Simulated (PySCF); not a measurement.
C7H11ClSi2.
Numbering: `[CH2:1]=[C:2]([CH3:3])[C:4]#[C:5][C@@H:6]1[SiH2:7][C@H:8]1[SiH2:9][Cl:10]` (hydrogens: H11, H12 on C1; H13, H14, H15 on C3; H16 on C6; H17, H18 on Si7; H19 on C8; H20, H21 on Si9)

Cartesian coordinates in Å at the GFN2-xTB level; atoms count from 1:
```
atom  x, y, z in Å
C1     3.124    0.154   -1.360
C2     2.674    0.433   -0.138
C3     3.535    1.028    0.939
C4     1.333    0.179    0.227
C5     0.196   -0.016    0.585
C6    -1.145   -0.292    0.941
Si7   -1.867   -2.045    0.757
C8    -2.168   -0.450   -0.215
Si9   -3.717    0.609   -0.145
Cl10  -4.965   -0.003   -1.616
H11    2.486   -0.274   -2.115
H12    4.145    0.349   -1.641
H13    3.532    0.386    1.819
H14    3.145    2.001    1.238
H15    4.558    1.149    0.591
H16   -1.493    0.301    1.782
H17   -2.841   -2.449    1.755
H18   -1.018   -3.059    0.161
H19   -1.683   -0.433   -1.189
H20   -3.431    2.027   -0.363
H21   -4.409    0.421    1.132
```

Mayer bond orders were computed from the PBE0/pcSseg-1 density (PySCF). Isolated species at its GFN2-xTB geometry (one conformer only).

Question: Rank these bonds by Mayer order, highest first.
A. C5–C6
B. C8–Si9
C. C2–C3
D. Si9–Cl10
E. C4–C5
F. C1–C2

Answer: E (2.25), F (1.94), A (1.16), C (1.07), D (0.97), B (0.88).

Question: Set the orders of all bonds between heavy atoms beside their lengths and the difference of the ESP-fitted charges at their ends.

Answer: 
```
    bond  Mayer order  length (Å)  q(first) − q(second) (e)
   C4–C5        2.253       1.208                    -0.536
   C1–C2        1.941       1.332                    -1.141
   C5–C6        1.158       1.415                    +0.589
   C2–C4        1.082       1.413                    +0.860
   C2–C3        1.071       1.502                    +1.110
Si9–Cl10        0.968       2.024                    +0.540
  Si7–C8        0.925       1.892                    +0.540
  C8–Si9        0.881       1.878                    -0.667
   C8–C6        0.840       1.552                    +0.093
  C6–Si7        0.838       1.905                    -0.633
```

Mayer orders depend on the basis set.
